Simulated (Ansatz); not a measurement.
Start from `ClC[SiH2][SeH]` and change one atom or group to get `O[SiH2][SiH2]CCl`.

Ansatz, PBE0-D4/def2-TZVP geometries, multiplicity 1. Each molecule was computed in one conformer, which needn't be the lowest.

Scalar relativity is left out up to krypton.

```csv
property,`ClC[SiH2][SeH]`
HOMO energy (B3LYP/def2-TZVPP) / eV,-7.00
HOMO–LUMO gap (PBE0/def2-TZVPP) / eV,7.08
HOMO–LUMO gap (PBE/def2-TZVPP) / eV,5.00
LUMO energy (ωB97M-V/def2-TZVPP) / eV,1.56
HOMO–LUMO gap (ωB97M-V/def2-TZVPP) / eV,10.96
LUMO energy (PBE/def2-TZVPP) / eV,-1.10
```

Q: What does the change do to each property? (An estimate is asked.)

A: The calculation gave: 
```tsv
property	`O[SiH2][SiH2]CCl`	shift
HOMO energy (B3LYP/def2-TZVPP) / eV	-7.57	-0.57
HOMO–LUMO gap (PBE0/def2-TZVPP) / eV	7.09	0.01
HOMO–LUMO gap (PBE/def2-TZVPP) / eV	5.00	0.00
LUMO energy (ωB97M-V/def2-TZVPP) / eV	0.98	-0.58
HOMO–LUMO gap (ωB97M-V/def2-TZVPP) / eV	10.84	-0.12
LUMO energy (PBE/def2-TZVPP) / eV	-1.51	-0.41
```

B3LYP here is the variant with VWN-RPA as its local correlation; programs differ in this.

Spin–orbit coupling is left out; it splits and shifts lone-pair levels of the heavy atoms by tenths of an eV.
